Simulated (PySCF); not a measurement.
FIn, charge -1, doublet, geometry from GFN2-xTB (such geometries of metal compounds can be far from the true shape) (a state made from the parent by changing its charge; the spin is typed, not shown lowest) (all electrons, no relativity) (in this run its highest filled SCF level lies above zero, so its values depend strongly on the basis, on diffuse functions most of all). Base run: PBE0/STO-3G run with PySCF.

Geometry (Å):
```xyz
2

In     0.0000     0.0000    -0.3590
F      0.0000     0.0000     1.9546
```
Charge -1, spin multiplicity 2.
Orbitals are unrestricted.
All else is at PySCF's defaults.
Base energy -5782.60977 Eh.

Each row names what was changed in the base input (with any setting that the change needs).

```csv
change,ΔE vs base (mEh),SCF cycles,<S^2>
base,0.000,10,0.752
diis = off; damp = 0.6 (with mf.diis_start_cycle = 200; with mf.max_cycle = 150),0.000,30,0.752
init_guess = 1e,0.000,18,0.752
conv_tol = 1e-7,0.000,8,0.752
diis_space = 4,0.000,10,0.752
conv_tol = 1e-11,0.000,12,0.752
conv_tol = 1e-4,0.003,5,0.752
init_guess = sap,0.000,15,0.752
init_guess = atom,0.000,10,0.752
DIIS = ADIIS,0.000,19,0.752
level_shift = 0.1 (with mf.max_cycle = 100),0.000,14,0.752
conv_tol = 1e-12,0.000,14,0.752
level_shift = 1.0 (with mf.max_cycle = 100),0.000,44,0.752
```

Open shells are given as the SCF converged; they aren't shown to be the lowest states, and a large step between rows can be another state.
